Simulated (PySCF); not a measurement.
CH7F2NSi2, SMILES C[Si](F)(F)[SiH2]N.

Geometry: ωB97X-D3(BJ)/def2-SVP. This is a generated structure with no PubChem entry under its InChIKey; it may be hypothetical. One conformer was computed; it need not be the lowest.

Computed with TDDFT-PBE/def2-SVPD (PySCF).

Vertical excitations. Isolated molecule, no solvent.

| state | energy (eV) | λ (nm) | f | main pairs |
|---|---|---|---|---|
| S1 | 5.07 | 245 | 0.005 | HOMO→LUMO 99 % |
| S2 | 5.78 | 214 | 0.009 | HOMO→LUMO+1 96 % |
| S3 | 6.04 | 205 | 0.025 | HOMO→LUMO+2 60 %, HOMO−1→LUMO 37 % |
| S4 | 6.07 | 204 | 0.006 | HOMO−1→LUMO 59 %, HOMO→LUMO+2 38 % |
| S5 | 6.78 | 183 | 0.006 | HOMO→LUMO+3 70 %, HOMO−1→LUMO+1 21 % |
| S6 | 6.84 | 181 | 0.006 | HOMO→LUMO+4 76 %, HOMO−1→LUMO+1 16 % |
| S7 | 6.86 | 181 | 0.018 | HOMO−1→LUMO+1 44 %, HOMO→LUMO+4 23 %, HOMO→LUMO+3 21 % |
| S8 | 7.00 | 177 | 0.011 | HOMO→LUMO+5 72 %, HOMO−1→LUMO+2 23 % |
| S9 | 7.02 | 176 | 0.144 | HOMO−1→LUMO+2 61 %, HOMO→LUMO+5 20 %, HOMO−1→LUMO+1 12 % |
| S10 | 7.43 | 167 | 0.009 | HOMO−2→LUMO 61 %, HOMO→LUMO+6 33 % |
| T1 | 4.76 | 261 | 0 | HOMO→LUMO 99 % |
| T2 | 5.43 | 228 | 0 | HOMO→LUMO+1 87 % |
| T3 | 5.54 | 224 | 0 | HOMO−1→LUMO 88 % |
| T4 | 5.96 | 208 | 0 | HOMO→LUMO+2 98 % |
Triplets are in the Tamm–Dancoff approximation, which puts them higher than full response would, so one can lie above its singlet here.
